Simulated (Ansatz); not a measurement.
**Two structures, one formula**

Two relaxed structures of SiNH2Te (charge -1), singlet (PBE0-D4/def2-TZVPD; forces vanish, vibrations not checked).

A:

```xyz
5
angstrom
N 0.9369 -1.1008 0.2689
Si 0.0812 0.2291 -0.2737
Te -0.8105 -1.0503 1.6000
H -0.7039 0.2642 -1.5590
H 0.4963 1.6578 -0.0362
```

B:

N1  (0.358, -1.160, 0.116)
Si2  (0.673, 0.405, -0.337)
Te3  (-0.700, -1.867, 1.639)
H4  (-1.216, -0.443, 2.384)
H5  (-0.076, 1.293, 0.742)
(Å)

Computed with Ansatz 0.2.0 (basis: def2-TZVPPD); correlated methods freeze the cores. Filled d shells of the heavier atoms are correlated. Core potentials replace the inner electrons of the atoms past krypton. The def2 sets are not built for correlating such inner shells, so the correlated values are less sure here. B3LYP uses VWN-RPA correlation.

Q: Which structure is lower at CCSD(T), and by how much? (An estimate is asked for; the value comes from the calculation.)

A: By the calculation: A, by 46.2 kJ/mol (electronic energy, against the other). By their contacts, A is SiNH₂Te ([N]1[SiH2][Te]1), total charge -1 and B is SiNH₂Te ([SiH][N][TeH]), total charge -1.

All methods give the same order:

| method | E(B) − E(A) (kJ/mol) |
| --- | --- |
| PBE-D4 | 47.3 |
| r2SCAN-D4 | 59.0 |
| PBE0-D4 | 55.0 |
| B3LYP-D4 | 40.0 |
| wB97M-V | 45.4 |
| HF | 48.9 |
| MP2 | 64.9 |
| CCSD | 43.4 |
| CCSD(T) | 46.2 |

The T1 diagnostic stays at or below 0.020. The restricted Hartree–Fock reference is unstable towards an unrestricted one at one or more of these structures.

Labels in which every atom is bracketed show which atoms are joined, not bond orders.

For scale, one of the runs: CCSD(T)/def2-TZVPPD, 178 basis functions, launched by `ansatz run in.yaml --threads 2 --pin off --events-out ev --progress --plain --max-ram 4352MiB`. The run took 120 s on 2 CPU threads of an Arm Neoverse N1 (shared host), with 1.8 GiB of host memory at its peak.
